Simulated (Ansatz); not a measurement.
Stepwise reaction of `[CH3][W]([CH3])(=[O])=[S]` with hydrogen fluoride, as a gas-phase model of exchange steps in deposition or etching. ΔE in kJ/mol.

Program: Ansatz. Geometries: PBE0-D4/def2-TZVP. ΔE: electronic, gas phase. CBS: MP2 limit from def2 TZ/QZ plus the TZ coupled-cluster correction, frozen cores. This one scheme is used for every species. DFT in def2-TZVPP. B3LYP here is the variant with VWN-RPA as its local correlation; programs differ in this. Elements past krypton have def2 core potentials. For W outer-core shells are correlated without core-valence functions, which leaves a few kJ/mol of doubt a bond.

```json
{"step": "1", "reaction": "`[CH3][W]([CH3])(=[O])=[S]` + H–F → `[CH3][W](=[O])([F])=[S]` + CH₄", "PBE-D4": "-154.0", "B3LYP-D4": "-158.6", "ωB97M-V": "-155.7", "CCSD(T)/CBS": "-142.8"}
```

Problem. Give the row of step 2, `[CH3][W](=[O])([F])=[S]` + H–F → `[O]=[W]([F])([F])=[S]` + CH₄. (An estimate is asked.)

Solution. Ansatz gave: 
| step | reaction | PBE-D4 | B3LYP-D4 | ωB97M-V | CCSD(T)/CBS |
| --- | --- | --- | --- | --- | --- |
| 2 | `[CH3][W](=[O])([F])=[S]` + H–F → `[O]=[W]([F])([F])=[S]` + CH₄ | -130.2 | -132.3 | -127.0 | -111.8 |

Problem. By hand: ΔE of the 2 steps together at CCSD(T)/CBS.

Solution. (-142.8) + (-111.8) = -254.6 kJ/mol, or -127.3 kJ/mol a step.

In ΔE each step is higher than the one before. All are downhill at CCSD(T)/CBS. PBE-D4 differs from CCSD(T)/CBS by -18.4 to -11.2 kJ/mol a step. Only this route is followed, and other bonds may react first. Isolated molecules leave out the surface, adducts and barriers. Largest T1 diagnostic: 0.023.
